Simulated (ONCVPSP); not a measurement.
# u(r) = r·R(r): atom against pseudo-atom (Al)

Columns: radius, all-electron u(r) and pseudo u(r) of the 3s shell (level -7.83 eV) of aluminium in the configuration [Ne] 3s2 3p1; LDA (Perdew-Wang 92), scalar-relativistic, ONCV scheme, ONCVPSP 4.0.1.

| r (bohr) | all-electron | pseudo |
| --- | --- | --- |
| 0.098 | 0.1251 | 0.0084 |
| 0.195 | -0.0707 | 0.0187 |
| 0.292 | -0.2312 | 0.0328 |
| 0.390 | -0.2987 | 0.0523 |
| 0.488 | -0.2866 | 0.0783 |
| 0.585 | -0.2231 | 0.1109 |
| 0.682 | -0.1309 | 0.1502 |
| 0.780 | -0.0248 | 0.1959 |
| 0.878 | 0.0834 | 0.2466 |
| 0.975 | 0.1860 | 0.3001 |
| 1.072 | 0.2803 | 0.3551 |
| 1.170 | 0.3650 | 0.4104 |
| 1.268 | 0.4384 | 0.4635 |
| 1.365 | 0.4998 | 0.5123 |
| 1.463 | 0.5510 | 0.5562 |
| 1.560 | 0.5916 | 0.5933 |
| 1.658 | 0.6233 | 0.6236 |
| 1.755 | 0.6464 | 0.6464 |
| 1.852 | 0.6620 | 0.6620 |
| 1.950 | 0.6712 | 0.6712 |
| 2.047 | 0.6746 | 0.6745 |
| 2.145 | 0.6729 | 0.6729 |
| 2.242 | 0.6670 | 0.6670 |
| 2.340 | 0.6575 | 0.6575 |
| 2.438 | 0.6449 | 0.6449 |
| 2.535 | 0.6301 | 0.6301 |

(1) How many radial nodes do the two functions have?

(2) At about which radius was the pseudo-wave matched?

(3) Is the pseudo-wave norm-conserving?

## Answers

(1) The all-electron 3s function has n − l − 1 = 2; the pseudo-wave has 0, since the states of the same l below it are removed with the core.

(2) 1.85 bohr. The columns agree to 0.0005 from 1.66 bohr on; several derivatives are matched, so the curves merge somewhat inside the radius.

(3) Yes: the ONCV scheme keeps the norm inside the radius equal to the all-electron one, which fixes the energy derivative of the logarithmic derivative at the level.
